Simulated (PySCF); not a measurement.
## Working out the ionisation energy of Nb²⁺

Nb²⁺ [Kr] 4d3 (4F) → Nb³⁺ [Kr] 4d2 (3F). Computed with PySCF 2.14 in aug-cc-pwCVDZ-PP with ECP28MDF (6s6p5d3f, 70 functions), with scalar relativity through the core potential. Frozen: 4s2 4p6. Energies in hartree (1 hartree = 27.21139 eV):

| part | Nb²⁺ (lower) | Nb³⁺ (upper) |
| --- | --- | --- |
| UHF | -55.448867 | -54.558348 |
| CCSD correlation | -0.017995 | -0.004454 |
| (T) | -0.000055 | 0.000000 |

Problem. What does Hartree-Fock give?

Solution. (-54.558348) − (-55.448867) = 0.890519 hartree = 24.232 eV.

Problem. What do CCSD and CCSD(T) give?

Solution. The CCSD correlation energies differ by 0.013541 hartree = 0.368 eV and the triples by 0.000055 hartree = 0.001 eV, so CCSD gives 24.600 eV and CCSD(T) 24.601 eV.

Reference: 25.04 eV (semi-empirical (NIST evaluation); NIST Atomic Spectra Database, ionization energies), between the lowest levels; spin-orbit coupling is absent from the calculation.

A double-zeta basis recovers only part of the correlation energy.

What remains against the reference includes basis incompleteness, the frozen core and higher excitations.
